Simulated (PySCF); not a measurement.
**CBr: from constants to spectrum**

UHF-CCSD(T) constants of CBr, ²Π (doublet), unpaired electrons π ↑ (basis C 6-31G(d,p), Br 6-31G(d,p); no relativity; PySCF 2.14; masses 12.0000 and 78.9183 u):

```
ωe           : 699.5 cm⁻¹
ωexe         : 4.0 cm⁻¹
Be           : 0.47201 cm⁻¹
αe           : 0.00411 cm⁻¹
De to C + Br : 3.03 eV
```

Problem. What force constant and bond length do these constants imply?

Solution. Reduced mass μred = 10.416 u; k = 5.8918×10⁻⁷·μred·ωe² (u, cm⁻¹, mdyn/Å) = 3.00 mdyn/Å; Re = √(16.8576/(μred·Be)) (u, cm⁻¹, Å) = 1.852 Å.

Problem. Estimate the centrifugal constant D from the Kratzer relation and find the Dunham coefficient a1.

Solution. D = 4Be³/ωe² = 8.6e-07 cm⁻¹; a1 = −1 − αeωe/(6Be²) = -3.15.

Correlated steps freeze 10 core orbitals. Correlated levels converge slowly with the basis: in double zeta they bind strong bonds too weakly, by up to about 1 eV, and carry superposition errors of some tenths. Spin–orbit coupling is left out. The state is the lowest determinant that a PBE0 search found; another state may lie lower at other levels.
